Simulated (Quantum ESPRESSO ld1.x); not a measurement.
Task: These are the eigenvalues of the occupied orbitals of an atom or ion with whole-number occupations (eV). All-electron calculation, non-relativistic Kohn-Sham, LDA (Slater exchange, Perdew-Wang correlation), spin-polarised, spherical densities, point nucleus. Program: ld1.x of Quantum ESPRESSO 7.5.

1s up: -21594.5
1s down: -21593.8
2s up: -3296.30
2s down: -3293.56
2p up: -3073.81
2p down: -3071.47
3s up: -795.711
3s down: -792.537
3p up: -708.720
3p down: -705.411
3d up: -549.572
3d down: -545.879
4s up: -296.079
4s down: -290.137
4p up: -265.770
4d up: -214.029

Which element is it, and in what charge state? The configuration may be excited. Open shells, if any, are filled with parallel spins first.

Result: Z = 44, ruthenium, charge +12: Ru12+ in [Ar] 3d9 4s2 4p2 4d1. The list shows which subshells hold electrons but not how many an open one holds; the 1s level, -793.58 hartree, gives Z - s = 39.8 by -(Z - s)^2/2, which with screening narrows Z to a few neighbours, and the depths of the outer levels then fix element, charge and occupations together.
